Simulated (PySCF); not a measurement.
Identify the unknown among the candidates.

All candidates are C6H11NO.

- Triplet: lowest triplet excitation (Tamm–Dancoff): 4.50 eV [TDA PBE0/def2-SVPD]
- UV, strongest line: among the 6 lowest singlet transitions: S6 at 7.34 eV (169 nm, f = 0.104) [TDDFT PBE0/def2-SVPD]
- Polarisability: 85.2 au [PBE0/def2-SVPD]
- 1H NMR: chemical shifts (computed TMS as zero) by class: 8.12 (1 H), 5.84 (1 H), 5.51 (1 H), 5.44 (1 H), 4.93 (1 H), 4.57 (1 H), 2.09 (1 H), 1.96 (1 H), 1.13 (3 H) ppm [GIAO PBE0/pcSseg-1]
- Rotational structure: rotational constants A, B, C: 3.197, 1.209, 0.960 GHz [GFN2-xTB]
- NMR, other nuclei: isotropic shieldings of nuclei other than C and H, by class: 128 (1 N), -73 (1 O) ppm [GIAO PBE0/pcSseg-1]
- Dipole: 3.92 D [PBE0/def2-SVPD]
- 13C NMR: chemical shifts (computed TMS as zero) by class: 159.8 (1 C), 152.6 (1 C), 123.2 (1 C), 47.2 (1 C), 43.0 (1 C), 20.3 (1 C) ppm [GIAO PBE0/pcSseg-1]

Gas-phase values; electronic properties from PySCF, density fitting. Levels stand in brackets. Isolated species at its GFN2-xTB geometry (one conformer only). Each NMR value is the plain mean over a class of atoms that symmetry, rotation or inversion makes alike.

Task: Which candidate is it?
A. `C=NC(=O)CCCC`
B. `C=C[C@@H](CC)C(N)=O`
C. `C=C[C@H](C)CNC=O`
D. `[H]/N=C1\CC[C@@H](OC)C1`
E. `CC/C=C\NC(C)=O`

Result: C. It is `C=C[C@H](C)CNC=O`. Numbering: `[CH2:1]=[CH:2][C@H:3]([CH3:4])[CH2:5][NH:6][CH:7]=[O:8]`. Its formula, C6H11NO, gives 2 degrees of unsaturation: 0 rings and 2 π bonds in the structure found. 6 carbons fall into 6 classes; from least to most shielded: amide carbonyl carbon [C7] (159.8 ppm), alkene CH carbon [C2] (152.6 ppm), terminal =CH2 carbon [C1] (123.2 ppm), allylic carbon [C3] (47.2 ppm), sp3 carbon bound to nitrogen [C5] (43.0 ppm), methyl carbon [C4] (20.3 ppm). Hydrogen classes from least to most shielded: 1 H on an amide carbonyl carbon, C7 (8.12 ppm), 1 H on an alkene CH carbon, C2 (5.84 ppm), 1 H on a terminal =CH2 carbon, C1 (5.51 ppm), 1 H on a terminal =CH2 carbon, C1 (5.44 ppm), 1 H on an amide nitrogen, N6 (4.93 ppm), 1 H on an sp3 carbon bound to nitrogen, C5 (4.57 ppm), 1 H on an sp3 carbon bound to nitrogen, C5 (2.09 ppm), 1 H on an allylic carbon, C3 (1.96 ppm), 3 H on a methyl carbon, C4 (1.13 ppm). The other shieldings belong to: 128 ppm, amide nitrogen [N6]; -73 ppm, amide oxygen [O8]. The optimised geometry has point group C1 and is an asymmetric top.

The others, at the same levels:
- `C=NC(=O)CCCC` fails: its computed 13C shifts are 183.0 (1 C), 146.9 (1 C), 41.5 (1 C), 29.0 (1 C), 27.8 (1 C), 17.2 (1 C) ppm, 1H shifts are 7.59 (1 H), 7.25 (1 H), 2.37 (2 H), 1.66 (2 H), 1.21 (2 H), 1.05 (3 H) ppm and lowest triplet excitation (Tamm–Dancoff) is 3.86 eV (against 4.50 eV).
- `C=C[C@@H](CC)C(N)=O` fails: its computed 13C shifts are 173.4 (1 C), 151.4 (1 C), 120.4 (1 C), 59.7 (1 C), 28.1 (1 C), 14.9 (1 C) ppm, 1H shifts are 6.16 (1 H), 5.36 (1 H), 5.28 (1 H), 4.90 (1 H), 4.47 (1 H), 2.38 (1 H), 2.33 (1 H), 1.21 (1 H), 0.98 (3 H) ppm and rotational constant A is 2.239 GHz (against 3.197 GHz).
- `CC/C=C\NC(C)=O` fails: its computed 13C shifts are 166.4 (1 C), 128.7 (1 C), 112.5 (1 C), 24.4 (1 C), 23.5 (1 C), 17.3 (1 C) ppm, 1H shifts are 7.10 (1 H), 6.34 (1 H), 5.01 (1 H), 1.96 (3 H), 1.94 (2 H), 1.01 (3 H) ppm and rotational constant A is 4.399 GHz (against 3.197 GHz).
- `[H]/N=C1\CC[C@@H](OC)C1` fails: its computed 13C shifts are 188.4 (1 C), 84.7 (1 C), 60.1 (1 C), 44.6 (1 C), 36.7 (1 C), 35.0 (1 C) ppm, 1H shifts are 10.40 (1 H), 3.78 (1 H), 3.54 (3 H), 2.86 (1 H), 2.29 (1 H), 2.17 (1 H), 2.14 (1 H), 2.11 (1 H), 1.83 (1 H) ppm and static isotropic polarisability is 81.4 au (against 85.2 au).

Each candidate is one conformer, not necessarily the lowest. Dipoles, sizes and rotational constants follow the conformer. The torsions of the flexible species, by atom-mapped SMILES:
- `[CH2:1]=[CH:2][C@H:3]([CH3:4])[CH2:5][NH:6][CH:7]=[O:8]`: C1–C2–C3–C4 -129°, C2–C3–C5–N6 -63°, C3–C5–N6–C7 -114°, C5–N6–C7–O8 -5°
- `[CH2:1]=[N:2][C:3](=[O:4])[CH2:5][CH2:6][CH2:7][CH3:8]`: C1–N2–C3–O4 86°, N2–C3–C5–C6 169°, C3–C5–C6–C7 -73°, C5–C6–C7–C8 -179°
- `[CH2:1]=[CH:2][C@@H:3]([CH2:4][CH3:5])[C:6]([NH2:7])=[O:8]`: C1–C2–C3–C4 129°, C2–C3–C4–C5 -170°, C2–C3–C6–N7 84°, H–N7–C6–C3 -174°, H–N7–C6–C3 -6°
- `[CH3:1][CH2:2]/[CH:3]=[CH:4]\[NH:5][C:6]([CH3:7])=[O:8]`: C1–C2–C3–C4 -94°, C3–C4–N5–C6 -179°, C4–N5–C6–C7 180°

The conformers of `[H]/N=C1\CC[C@@H](OC)C1` aren't listed.
